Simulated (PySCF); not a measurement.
Mg(Cl)(SH) (ClHMgS), SMILES [Mg]([SH])[Cl]. Atoms are numbered in the order given.

```xyz
4

Mg    -0.0149     0.0382     0.0000
Cl     0.0067     2.2290     0.0000
S     -0.0758    -2.2515     0.0000
H      1.2783    -2.3278     0.0000
```

Geometry optimised at PBE-D3(BJ)/def2-TZVP. The values are those of a single conformer.

The numbers are results of ωB97X/def2-TZVPD (PySCF), not measurements.

Computed frontier levels, gap, dipole moment and polarisability:
The highest occupied level comes out as -9.82 eV and the lowest empty level is -0.02 eV. The orbital gap comes out as 9.80 eV. The dipole moment is 0.182 e·Å and the quadrupole, principal values (traceless, Buckingham form, about the centre of nuclear charge) is -17.88, 5.77, 12.11 D·Å. The mean static polarisability comes out as 59.7 bohr³ (8.85 Å³) and the polarisability, principal values is 51.8, 53.8, 73.6 bohr³.
